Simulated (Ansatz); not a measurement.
`N[SiH](N)N[SiH3]` → `NN[SiH3]` + `N[SiH]`  (silylene formation by 1,1-elimination)

Calculated with Ansatz (gas phase, PBE0-D4/def2-TZVP geometries, no zero-point term in ΔE). CCSD(T)/CBS is the MP2 limit (def2-TZVPP, def2-QZVPP) plus CCSD(T) − MP2 in def2-TZVPP, frozen cores. This one scheme is used for every species. DFT in def2-TZVPP. B3LYP here is the variant with VWN-RPA as its local correlation; programs differ in this. Each species was taken in one conformer, which may not be the lowest.

```
             level  ΔE (kJ/mol)  difference from CCSD(T)/CBS
         r2SCAN-D4        492.2                          5.0
           PBE0-D4        475.4                        -11.8
          B3LYP-D4        466.6                        -20.6
           ωB97X-V        479.0                         -8.2
           ωB97M-V        473.6                        -13.6
            B2PLYP        470.3                        -16.9
            r2SCAN        488.5                          1.3
              PBE0        463.7                        -23.5
     HF/def2-TZVPP        477.0                        -10.2
    MP2/def2-TZVPP        506.2                         19.0
SCS-MP2/def2-TZVPP        489.4                          2.2
CCSD(T)/def2-TZVPP        478.1                         -9.1
    MP2/def2-QZVPP        512.1                         24.9
      HF/CBS(def2)        479.2                         -8.0
     MP2/CBS(def2)        515.3                         28.1
    CCSD/CBS(def2)        486.8                         -0.4
       CCSD(T)/CBS        487.2                            0
```

Largest T1 diagnostic among the species: 0.015.

From PBE to PBE0 (25 % exact exchange), in def2-TZVPP and without D4, ΔE moves by +26.0 kJ/mol. The D4 term adds +21.2 kJ/mol with B3LYP and +11.8 kJ/mol with PBE0; it sums over pairs of atoms, weighted by their polarisabilities, and B3LYP, whose exchange is more repulsive, gets the larger term.
